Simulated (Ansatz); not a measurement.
The first iterations of a band of CH7NSi2 (11 atoms, charge 0, multiplicity 1).

These are results of Ansatz, UKS PBE-D4/def2-SVP, not measurements.

```yaml
movable_images: 7
climbing_image: yes
spring: 5.0 eV/Å²
optimiser: quadratic models (default)
start_path: through a guess of the saddle point
force_threshold: 0.05 eV/Å
iteration_limit: 60
end_points: relaxed
```

Image 0:

```xyz
11
Properties=species:S:1:pos:R:3
C -0.746 2.175 0.399
N -1.047 0.995 0.026
Si -0.366 -0.496 0.697
Si 0.908 -1.476 -1.022
H -0.030 2.426 1.226
H -1.208 3.057 -0.105
H -1.516 -1.393 1.063
H 0.492 -0.273 1.929
H 0.051 -1.732 -2.232
H 2.037 -0.557 -1.408
H 1.492 -2.783 -0.552
```

Image 8:

```xyz
11
Properties=species:S:1:pos:R:3
C -0.904 1.935 0.571
N -0.881 0.652 0.302
Si -0.110 -0.825 1.147
Si 0.929 -1.609 -0.841
H -0.215 2.328 1.334
H -1.614 2.609 0.067
H -1.549 0.371 -0.432
H 1.013 -0.035 1.826
H -0.150 -1.840 -1.878
H 1.955 -0.702 -1.483
H 1.592 -2.940 -0.593
```

| iteration | highest image above the first end (eV) | largest band force component (eV/Å) |
| --- | --- | --- |
| 1 | 4.092 | 10.964 |
| 2 | 2.988 | 4.007 |
| 3 | 2.467 | 1.755 |
| 4 | 2.380 | 2.205 |
| 5 | 2.356 | 0.918 |

Question: Does the band converge within its limit, and where does its top end?

Answer: It converged. It ended after 15 iterations with the highest image 2.150 eV above the first end. A vibrational analysis at the climbing image gives one clearly imaginary mode, 1375i cm⁻¹: a first-order saddle point. The orbitals stay closed-shell, which can raise the energy where a bond breaks towards radicals; this wasn't checked here.

Time of the run: 4.1 min on 2 threads of Arm Neoverse V2, with other jobs on the host, peak memory 0.16 GiB.
